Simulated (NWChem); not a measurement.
Species: SiH$_{3}$S$_{2}$Cl; SMILES S[SiH](S)Cl

```xyz
7

Si     0.0389     0.0294     0.5216
S     -1.7350    -0.9352    -0.1742
S      0.1955     2.0444    -0.1558
Cl     1.5618    -1.1815    -0.1656
H      0.1425     0.1235     1.9991
H     -2.5449     0.0657     0.2406
H     -0.0609     1.7382    -1.4476
```
Atoms are numbered in this order, from 1.

Computed with NWChem. All runs use the structure optimised with PBE0/def2-SVP. Ions are spin-unrestricted doublets at the neutral geometry; other ion states weren't tried. Functional: LC-ωPBE (HJS hole) with def2-SVP; rows give the range parameter ω in 1/bohr.

For range parameter (1/bohr) 0.25:

| Quantity | Result |
|---|---|
| vertical ionisation energy, ΔSCF (eV) | 9.95 |
| −ε(HOMO) (eV) | 9.50 |

Question: What are these values for range parameter (1/bohr) 0.80?

Answer: 
* **vertical ionisation energy, ΔSCF (eV)**: 10.51
* **−ε(HOMO) (eV)**: 11.42
